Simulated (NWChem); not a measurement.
Molecule: C$_{2}$H$_{6}$InN; SMILES C=[CH][InH][NH2]

```xyz
10

In    -0.3203    -0.4218    -0.0002
H     -1.5980    -1.5768    -0.0024
C     -0.4279     1.7201     0.0015
C      0.6575     2.5032    -0.0010
H     -1.4090     2.2124     0.0045
H      0.5878     3.5993    -0.0002
H      1.6770     2.0992    -0.0042
N      1.5549    -1.1740     0.0006
H      1.7677    -2.1643     0.0001
H      2.4047    -0.6227     0.0028
```
Atoms are numbered in this order, from 1.

All runs: NWChem. Coordinates come from a PBE0/def2-SVP optimisation. Not confirmed as a minimum by frequencies. def2 effective core potentials on In; no spin-orbit coupling. Ions are spin-unrestricted doublets at the neutral geometry; other ion states weren't tried.

### Question
Estimate the computed values for CAM-B3LYP/def2-SVP. Quantities: vertical ionisation energy, ΔSCF (eV); −ε(HOMO) (eV).

### Answer
| Property | Value |
|---|---|
| vertical ionisation energy, ΔSCF (eV) | 9.82 |
| −ε(HOMO) (eV) | 7.95 |
